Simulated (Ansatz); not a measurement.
CH8AlFSi2, SMILES `F[CH]([AlH2])[SiH2][SiH3]`, relaxed with RKS PBE-D4/def2-SVP in Ansatz 0.2.0 from a rough embedded geometry. The force threshold is 0.03 eV/Å; the program also tests the step.

The species carries charge 0 and has multiplicity 1.

Start:

```xyz
13

F     2.185   -1.381   -0.639
C     1.118   -0.620   -0.748
Al   -0.375   -1.761   -1.384
Si    0.679    0.192    0.890
Si   -0.927    1.654    0.718
H     1.332    0.205   -1.481
H    -1.730   -0.955   -1.872
H    -0.664   -3.072   -0.652
H     1.900    0.775    1.415
H     0.265   -0.944    1.815
H    -1.213    2.223    1.998
H    -2.137    1.012    0.149
H    -0.436    2.671   -0.210
```

Task: How much energy does the relaxation release, and in how many steps? (Best estimate.)

Result: Ansatz gave: 82.08 kJ/mol, in 14 steps, 1 of them rejected.

Task: Which bonds change most? (Best estimate.)

Result: Computed: Si4–Si5 from 2.178 to 2.360 Å; F1–C2 from 1.315 to 1.418 Å; Si5–H11 from 1.430 to 1.507 Å; Al3–H8 from 1.529 to 1.598 Å.

Task: Give the relaxed structure. (Estimate.)

Result: Ansatz gave: 
```xyz
13

F     2.209   -1.590   -0.497
C     1.098   -0.728   -0.676
Al   -0.481   -1.722   -1.369
Si    0.751    0.161    0.986
Si   -0.985    1.737    0.720
H     1.382    0.078   -1.400
H    -1.750   -0.865   -1.840
H    -0.456   -3.319   -1.411
H     2.001    0.838    1.485
H     0.336   -0.855    2.021
H    -1.067    2.628    1.932
H    -2.309    1.043    0.541
H    -0.729    2.595   -0.492
```
